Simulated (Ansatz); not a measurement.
Consider the ligand exchange at the Si–C bond: `C[SiH](O)C=O` + `C[Si](O)(O)O` → `C[SiH](O)O[Si](C)(O)O` + `C=O`.

Program: Ansatz. Geometries: PBE0-D4/def2-TZVP. ΔE: electronic, gas phase. CCSD(T)/CBS adds triple-zeta CCSD(T) − MP2 to the extrapolated MP2 energy (def2 sets, frozen cores). This one scheme is used for every species. DFT in def2-TZVPP. B3LYP here is the variant with VWN-RPA as its local correlation; programs differ in this. Each species was taken in one conformer, which may not be the lowest.

`C[SiH](O)C=O`:

Z-matrix (Å, degrees):
```
C
Si 1 1.857
H 1 1.093 2 110.7
H 1 1.092 2 111.2 3 -120.9
H 1 1.093 2 110.1 3 119.2
O 2 1.639 1 112.3 3 179.8
C 2 1.925 1 111.6 3 64.4
H 2 1.489 1 110.0 3 -55.3
H 6 0.964 2 112.3 1 -124.1
O 7 1.211 2 118.0 1 121.8
H 7 1.115 2 123.3 1 -58.2
```

`C[Si](O)(O)O`:

Z-matrix (Å, degrees):
```
C
Si 1 1.847
H 1 1.092 2 110.3
H 1 1.092 2 110.9 3 120.0
H 1 1.093 2 111.2 3 -119.5
O 2 1.639 1 113.1 3 -57.4
O 2 1.647 1 112.4 3 -174.5
O 2 1.637 1 105.6 3 62.1
H 6 0.958 2 116.0 1 -107.2
H 7 0.958 2 117.9 1 -59.1
H 8 0.959 2 116.8 1 -166.6
```

`C[SiH](O)O[Si](C)(O)O`:

Z-matrix (Å, degrees):
```
C
Si 1 1.856
H 1 1.093 2 111.2
H 1 1.094 2 111.1 3 120.6
H 1 1.093 2 110.2 3 -120.3
O 2 1.641 1 112.3 3 -60.4
O 2 1.636 1 108.9 3 178.2
H 2 1.482 1 112.1 3 56.8
H 6 0.958 2 118.0 1 -53.2
Si 7 1.633 2 145.5 1 -64.2
O 10 1.637 7 111.9 2 52.9
C 10 1.845 7 110.2 2 -66.2
O 10 1.641 7 106.9 2 169.8
H 11 0.958 10 116.8 7 81.9
H 12 1.092 10 110.9 7 -55.7
H 12 1.093 10 110.7 7 64.0
H 12 1.092 10 110.7 7 -176.1
H 13 0.958 10 116.6 7 28.6
```

`C=O`:

```xyz
4

C    -0.001    0.002    0.004
O     0.252   -0.515   -1.044
H    -0.981    0.482    0.202
H     0.730    0.031    0.837
```

```csv
level,ΔE (kJ/mol)
BLYP-D4,-135.2
B3LYP-D4,-142.1
r2SCAN0-D4,-141.5
ωB97X-V,-138.3
r2SCAN,-134.0
MP2/def2-SVP,-143.1
HF/def2-TZVPP,-158.7
HF/def2-QZVPP,-160.8
```

**Question.** What does CCSD(T)/CBS give? (Estimate.)

**Answer.** Ansatz gave: -141.3 kJ/mol. The listed levels differ from it by 6.1, -0.8, -0.2, 3.0, 7.3, -1.8, -17.4, -19.5 kJ/mol.

Largest T1 diagnostic among the species: 0.015.

From BLYP to BHLYP (50 % exact exchange), in def2-TZVPP and without D4, ΔE moves by −18.9 kJ/mol. The D4 term adds −7.6 kJ/mol with B3LYP and −5.1 kJ/mol with PBE0; it sums over pairs of atoms, weighted by their polarisabilities, and B3LYP, whose exchange is more repulsive, gets the larger term. In def2-TZVPP, CCSD(T) changes the Hartree–Fock value by +16.1 kJ/mol (the triples alone add +2.8 kJ/mol) and MP2 by +13.6 kJ/mol.
